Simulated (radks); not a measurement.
The numbers below are computed, except where a source is named.
A nucleus of charge 58.25 with 56 electrons, 56 electrons, occupied as [Xe] 4f2.

Level of theory: Dirac Kohn-Sham, PBE, spin-unpolarised, spherical densities, finite nucleus; open shells fill j = l - 1/2 first; Fermi nuclear charge, rms radius 4.8771 fm (a radial shooting solver on a logarithmic mesh with Libxc functionals).

Energy parts (hartree):
total: -8957.4827
kinetic: 9615.2599
electron-nucleus: -21802.7485
Hartree: 3441.5194
exchange-correlation: -211.5135

Orbitals (lengths in bohr, moments of r in powers of bohr; r(90%) holds 90 % of the orbital's charge):
| orbital | occ. | eigenvalue (hartree) | r(90%) | <r> |
|---|---|---|---|---|
| 1s1/2 | 2 | -1492.974 | 0.0441 | 0.02445 |
| 2s1/2 | 2 | -239.5924 | 0.162 | 0.1042 |
| 2p1/2 | 2 | -226.3031 | 0.144 | 0.08746 |
| 2p3/2 | 4 | -209.5702 | 0.152 | 0.09369 |
| 3s1/2 | 2 | -51.92979 | 0.407 | 0.2767 |
| 3p1/2 | 2 | -46.29397 | 0.400 | 0.2664 |
| 3p3/2 | 4 | -42.99833 | 0.417 | 0.2786 |
| 3d3/2 | 4 | -33.14854 | 0.391 | 0.2497 |
| 3d5/2 | 6 | -32.44000 | 0.396 | 0.2536 |
| 4s1/2 | 2 | -10.79525 | 0.911 | 0.6343 |
| 4p1/2 | 2 | -8.69962 | 0.951 | 0.6531 |
| 4p3/2 | 4 | -7.99437 | 0.990 | 0.6807 |
| 4d3/2 | 4 | -4.55616 | 1.11 | 0.7371 |
| 4d5/2 | 6 | -4.43306 | 1.12 | 0.7470 |
| 5s1/2 | 2 | -1.97001 | 2.19 | 1.525 |
| 5p1/2 | 2 | -1.40829 | 2.49 | 1.710 |
| 5p3/2 | 4 | -1.30884 | 2.60 | 1.789 |
| 4f5/2 | 2 | -0.62136 | 2.02 | 1.146 |
| 4f7/2 | 0 | -0.60973 | 2.04 | 1.160 |

The highest occupied level is 4f5/2 at -16.908 eV. The electron density at the nucleus is 3.912e+05 e/bohr^3. Summed over all electrons, <r^2> = 41.74 bohr^2, which gives a Langevin (diamagnetic) susceptibility term of -33.1 x 10^-6 cm^3/mol.
